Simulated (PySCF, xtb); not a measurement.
iodine monochloride anion (ClI), SMILES ICl (connectivity only; charge and spin as stated), charge -1, multiplicity 2.

Harmonic wavenumbers (cm⁻¹) from GFN2-xTB run with xtb at its own minimum, in rising order: 157.

**Question.** What does PBE-D3(BJ)/def2-TZVPD (PySCF 2.14.0) give at its own minimum? (An estimate is asked for; the answer gives what the named calculation found.)

**Answer.** 152. Paired by order, the mean absolute difference is 5 cm⁻¹ and the zero-point energies are 0.2 and 0.2 kcal/mol.
